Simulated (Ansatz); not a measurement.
Si2H6ClF, singlet: at the end structure of a reaction step.

Input (in.yaml):

```yaml
crystal:
  periodic: [false, false, false]
  atoms:
    - {symbol: Si, position_ang: [0.351264, -2.246634, -0.896694]}
    - {symbol: Si, position_ang: [-0.287156, 2.139088, 0.896405]}
    - {symbol: H, position_ang: [-0.351812, -3.441207, -0.392098]}
    - {symbol: H, position_ang: [1.202712, -2.511467, -2.071793]}
    - {symbol: Cl, position_ang: [-1.030185, -0.834492, -1.393686]}
    - {symbol: H, position_ang: [0.719146, 1.102615, 1.233851]}
    - {symbol: F, position_ang: [1.269411, -1.677353, 0.268606]}
    - {symbol: H, position_ang: [-0.068900, 3.337938, 1.746826]}
    - {symbol: H, position_ang: [-0.151742, 2.522093, -0.531654]}
    - {symbol: H, position_ang: [-1.652539, 1.609317, 1.140136]}
basis:
  gaussian: {orbitals: def2-TZVPP}
hamiltonian: {xc: {name: B3LYP}, dispersion: d4}
```

Command:

```bash
ansatz run in.yaml --threads 4 --pin off --events-out ev --progress --plain --max-ram 9574MiB
```

Output of Ansatz 0.2.0:

```
Functional definition: B3LYP
  name "B3LYP"
  cite "Stephens, Devlin, Chabalowski & Frisch, J. Phys. Chem. 98, 11623 (1994) doi:10.1021/j100096a001"
  cite "Becke, Phys. Rev. A 38, 3098 (1988) doi:10.1103/PhysRevA.38.3098"
  cite "Lee, Yang & Parr, Phys. Rev. B 37, 785 (1988) doi:10.1103/PhysRevB.37.785"
  cite "Vosko, Wilk & Nusair, Can. J. Phys. 58, 1200 (1980) doi:10.1139/p80-159"
  parameter a0 = 0.2
  parameter ax = 0.72
  parameter ac = 0.81
  exchange = (1 - a0 - ax)*slater_x + ax*b88_x + a0*exact_x
  correlation = (1 - ac)*vwn_rpa_c + ac*lyp_c
1405 factors; their error is unknown
mean field evaluation 1: about -31097.0580 eV, gradient 3.6e1 eV
mean field evaluation 2: about -31094.8176 eV, gradient 5.7e1 eV
mean field evaluation 4: about -31099.1073 eV, gradient 1.5e0 eV
mean field evaluation 8: about -31099.1621 eV, gradient 1.9e-1 eV
mean field -31099.16212726 eV, -1142.8731284075 hartree, gradient 6.8e-5 eV, S^2 0.000000; 0 other end points of the search recorded, 0 dependent functions left out
reference -31099.16244884 eV, -1142.8731402253 hartree; 30, 30 occupied and 211, 211 virtual orbitals, 1405 factors
Total energy: -31099.45118824 eV, -1142.8837512027 hartree
```

The lines “mean field evaluation” count trial sets of orbitals through the whole run, from several starts and some on an approximate energy, so they need not fall steadily or lie above the final value.

Hardware: 4 CPU threads of an Arm Neoverse V1, shared host. Wall time about 2.3 s.
